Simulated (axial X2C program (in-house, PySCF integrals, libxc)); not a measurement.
Nuclear properties of AgS⁻

Calculated with an in-house all-electron X2C program for linear molecules (integrals from PySCF): two-component X2C with atomic mean-field Coulomb and Gaunt terms, Gaussian nuclei, basis Ag dyall-acv3z, S dyall-av3z with contracted cores.

R = 2.257 Å (near the PBE0 minimum at charge -1 of the determinant lowest at the starting distance; the state shown can have its own minimum elsewhere).

Determinant lowest in the PBE0 search, Ω = 0 (closed shell), highest spinor 81% S p, 10% Ag p, 7% Ag d:

```
    level  qzz Ag (a.u.)  qzz S (a.u.)
     PBE0           0.74          2.26
       HF          -0.58          1.64
     BP86           1.26          2.45
    B3LYP           0.95          2.45
BHandHLYP           0.39          2.25
```

Determinant 0.74 eV from it at PBE0 and this distance, Ω = 2 (⟨Sz⟩ = 1.00, ⟨Lz⟩ = 1.00 at PBE0), spin on the atoms Ag 0.46, S 0.54:

| level | Eeff magnitude (GV/cm) | Ws magnitude Ag (kHz) | A∥/gI Ag (MHz) | qzz Ag (a.u.) | A∥/gI S (MHz) | qzz S (a.u.) |
| --- | --- | --- | --- | --- | --- | --- |
| PBE0 | 5.41 | 1.53 | 555 | -1.76 | 190 | -0.77 |
| HF | 4 | 1.15 | 346 | -2.84 | 189 | -1.18 |
| BP86 | 5.44 | 1.54 | 581 | -1.16 | 187 | -0.53 |
| B3LYP | 5.48 | 1.54 | 558 | -1.53 | 199 | -0.73 |
| BHandHLYP | 5.45 | 1.53 | 533 | -2.14 | 202 | -0.96 |

Eeff is the effective electric field on the electron electric dipole moment in this Ω state and Ws the scalar–pseudoscalar constant of the nucleus named (defined with the proton number Z and per Ω); A∥ (defined per Ω) follows by multiplying with gI = μI/(I μN); qzz is the electric field gradient, eQq0 = 234.96 MHz × Q/barn × qzz. The operators were transformed with the bare-nucleus X2C matrices; with these basis sets, hyperfine constants and field gradients can be off by tens of per cent, and where levels differ in sign neither size nor sign is settled.

Question: With Q(33S) = -0.0694 barn (Q from Pyykkö, Mol. Phys. 2018), turn the PBE0 values of the first state into constants in MHz.

Answer: eQq0(33S) = 234.96 × (-0.0694) × (2.26) = -36.9 MHz.

Each state is one determinant with collinear spin, which with several unpaired electrons need not be a pure state. Unrestricted Hartree–Fock can overshoot spin polarisation at the nuclei. For an anion, determinants above electron detachment, or with a positive highest level, are held by the basis set. With several open shells hyperfine constants can be off by a factor of several. Open-shell Ω = 0 determinants with evenly filled partner blocks cannot be reached by this program, so the Ω shown need not be the lowest component. At HF a later determinant lies lower. The search compared states at one distance, so a state with another bond length can lie lower. Further determinants of the search, some of them spin-mixed, are not shown. Where a field gradient or hyperfine factor spreads by more than a factor of two over the levels, a constant derived from it is not to be relied on. PBE0 term energies can be off by some tenths of an eV.
